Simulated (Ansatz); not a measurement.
`[BH2][Zn][NH2]` + `CBS` → `BSBC` + `[NH2][ZnH]` at 400 K and 1 bar (cleavage of the B–Zn bond).

Isolated molecules relaxed with PBE0-D4/def2-TZVP in Ansatz; ΔE leaves out vibrations. CCSD(T)/CBS is the MP2 limit (def2-TZVPP, def2-QZVPP) plus CCSD(T) − MP2 in def2-TZVPP, frozen cores. For Zn outer-core shells are correlated without core-valence functions, which leaves a few kJ/mol of doubt a bond. Scalar relativity is left out up to krypton. One conformer a species, not always the lowest.

```json
{"species": "`[BH2][Zn][NH2]`", "CCSD(T)/CBS energy (Eh)": "-1860.24610", "H − E (kJ/mol)": "141.9", "S (J/(mol·K))": "339.8"}
{"species": "`CBS`", "CCSD(T)/CBS energy (Eh)": "-463.66090", "H − E (kJ/mol)": "177.9", "S (J/(mol·K))": "309.0"}
{"species": "`BSBC`", "CCSD(T)/CBS energy (Eh)": "-489.06011", "H − E (kJ/mol)": "218.3", "S (J/(mol·K))": "354.1"}
{"species": "`[NH2][ZnH]`", "CCSD(T)/CBS energy (Eh)": "-1834.88092", "H − E (kJ/mol)": "99.5", "S (J/(mol·K))": "279.2"}
```

H − E and S are ideal-gas, rigid-rotor, harmonic terms from PBE0-D4/def2-TZVP, for one conformer and one mirror image of each species. 1 Eh = 2625.50 kJ/mol, R = 8.31446 J/(mol·K).

Question: By hand: ΔE, ΔH, ΔS and ΔG.

Answer: ΔE = (-489.06011) + (-1834.88092) − (-1860.24610) − (-463.66090) = -0.03403 Eh = -89.3 kJ/mol. Δ(H − E) = 218.3 + 99.5 − 141.9 − 177.9 = -2.0, so ΔH = -91.3 kJ/mol. ΔS = 354.1 + 279.2 − 339.8 − 309.0 = -15.5 J/(mol·K). ΔG = -91.3 − 400 × (-15.5)/1000 = -85.1 kJ/mol.

Question: By hand: the equilibrium constant, and the temperature at which ΔG would vanish if ΔH and ΔS stayed fixed.

Answer: log₁₀ K = −ΔG/(RT ln 10) = 11.1. ΔG = 0 at ΔH/ΔS = 5890 K, far beyond where these terms or the molecules hold.

ΔH outweighs TΔS. A doubt of 5 kJ/mol in ΔE shifts log₁₀ K by 0.7 here. Other conformers and mirror images would add mixing entropy, several J/(mol·K) or more a flexible species. These are equilibria of isolated gas molecules and say nothing of rates. Largest T1 diagnostic: 0.016 (customary marks: 0.02 for closed shells, 0.045 for open ones).
